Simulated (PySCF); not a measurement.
NICS in isomers of C6H6O2.

NICS = −σ at a ghost point: NICS(0) at the centroid of the ring atoms, NICS(1) 1 Å to either side along the normal of their mean plane, zz for the tensor component along that normal. Level: GIAO PBE0/pcSseg-1 (PySCF, non-relativistic, gas phase) on the GFN2-xTB geometries, one conformer each. Atom numbers follow the mapped SMILES.

Question: Order these rings by mean NICS(1)zz, lowest (most negative) first (ppm).
A. ring C3–C4–C5–C6–O8 in `[CH2:1]=[CH:2][c:3]1[cH:4][cH:5][c:6]([OH:7])[o:8]1`
B. ring C6–C7–C8 in `[O:1]=[C:2]([OH:3])[C:4]#[C:5][CH:6]1[CH2:7][CH2:8]1`
C. ring C6–C7–C8 in `[CH3:1][C:2](=[O:3])[O:4][CH:5]=[C:6]1[CH:7]=[CH:8]1`

Answer: B (-23.2), A (-19.4), C (-12.1).

```tsv
SMILES	ring	NICS(0)	NICS(1)	NICS(1)zz	HOMA	rms pucker (Å)	ring atoms with four or more neighbours
O=C(O)C#CC1CC1	3-membered carbocycle; formal bonds all single	-44.2	-8.4	-23.2	–	0.00	3
C=Cc1ccc(O)o1	5-membered ring with O; formal bonds all aromatic	-10.4	-8.2	-19.4	0.38	0.00	0
CC(=O)OC=C1C=C1	3-membered carbocycle; formal bonds 1 double, 2 single	-24.4	-7.8	-12.1	-0.02	0.00	0
```

NICS(0) gives another order. The isotropic NICS(1) gives the same order. HOMA uses Krygowski's 1993 parameters; it is left out where a ring has a four-coordinate atom, a triple bond, no multiple bond or a kind of bond without parameters. NICS(1) and NICS(1)zz are means over the two faces.
